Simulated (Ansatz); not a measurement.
`C[N](C)[AlH][F]` + CH₃SH → `C[S][AlH][F]` + `CNC` at 500 K and 1 bar (ligand exchange at the Al–N bond).

Program: Ansatz. Geometries: PBE0-D4/def2-TZVP. ΔE: electronic, gas phase. CCSD(T)/CBS is the MP2 limit (def2-TZVPP, def2-QZVPP) plus CCSD(T) − MP2 in def2-TZVPP, frozen cores. This one scheme is used for every species. One conformer a species, not always the lowest.

| species | CCSD(T)/CBS energy (Eh) | H − E (kJ/mol) | S (J/(mol·K)) |
| --- | --- | --- | --- |
| `C[N](C)[AlH][F]` | -476.92428 | 288.9 | 410.0 |
| CH₃SH | -438.22835 | 145.1 | 283.7 |
| `C[S][AlH][F]` | -780.15488 | 167.9 | 386.3 |
| `CNC` | -135.00321 | 273.8 | 313.8 |

H − E and S are ideal-gas, rigid-rotor, harmonic terms from PBE0-D4/def2-TZVP, for one conformer and one mirror image of each species. 1 Eh = 2625.50 kJ/mol, R = 8.31446 J/(mol·K).

**Question.** By hand: ΔE, ΔH, ΔS and ΔG.

**Answer.** ΔE = (-780.15488) + (-135.00321) − (-476.92428) − (-438.22835) = -0.00546 Eh = -14.3 kJ/mol. Δ(H − E) = 167.9 + 273.8 − 288.9 − 145.1 = 7.7, so ΔH = -6.6 kJ/mol. ΔS = 386.3 + 313.8 − 410.0 − 283.7 = 6.4 J/(mol·K). ΔG = -6.6 − 500 × (6.4)/1000 = -9.8 kJ/mol.

**Question.** By hand: the equilibrium constant, and the temperature at which ΔG would vanish if ΔH and ΔS stayed fixed.

**Answer.** log₁₀ K = −ΔG/(RT ln 10) = 1.0. ΔH and −TΔS have one sign here, so there is no such temperature.

TΔS isn't small against ΔH here. A doubt of 5 kJ/mol in ΔE shifts log₁₀ K by 0.5 here. Other conformers and mirror images would add mixing entropy, several J/(mol·K) or more a flexible species. These are equilibria of isolated gas molecules and say nothing of rates. Largest T1 diagnostic: 0.012 (customary marks: 0.02 for closed shells, 0.045 for open ones).

ΔS is within the doubt of such terms, so its sign, and with it that verdict, could turn.
